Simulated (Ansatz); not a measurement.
Reaction (cleavage of the Ge–Ge bond): `[GeH3][SiH2][SiH2][SiH2][GeH2][GeH3]` + `C=N` → `C=[N][GeH3]` + `[GeH3][SiH2][SiH2][SiH2][GeH3]`

Computed with Ansatz on PBE0-D4/def2-TZVP structures; ΔE is electronic, products minus reactants. CBS: MP2 limit from def2 TZ/QZ plus the TZ coupled-cluster correction, frozen cores. This one scheme is used for every species. DFT in def2-TZVPP. For Ge outer-core shells are correlated without core-valence functions, which leaves a few kJ/mol of doubt a bond. Scalar relativity is left out up to krypton. Each species was taken in one conformer, which may not be the lowest.

| level | ΔE (kJ/mol) |
| --- | --- |
| r2SCAN0-D4 | 45.5 |
| ωB97X-V | 39.5 |
| PBE | 42.6 |
| CAM-B3LYP | 31.2 |
| MP2/def2-SVP | 37.1 |
| CCSD/def2-SVP | 39.2 |
| CCSD(T)/def2-SVP | 39.7 |
| MP2/CBS(def2) | 43.3 |

Question: What does CCSD(T)/CBS give? (Estimate.)

Answer: Ansatz gave: +44.8 kJ/mol. The listed levels differ from it by 0.7, -5.3, -2.2, -13.6, -7.7, -5.6, -5.1, -1.5 kJ/mol.

Largest T1 diagnostic among the species: 0.013.

Leaving LDA and LC-ωPBE aside and taking each functional with its dispersion term where it has one, the values, not all of them listed here, spread over 17.3 kJ/mol, from B97M-V to HSE06-D4. LDA lies +3.2 kJ/mol from PBE without D4. In def2-TZVPP, CCSD(T) changes the Hartree–Fock value by +20.5 kJ/mol (the triples alone add +1.2 kJ/mol) and MP2 by +19.1 kJ/mol.
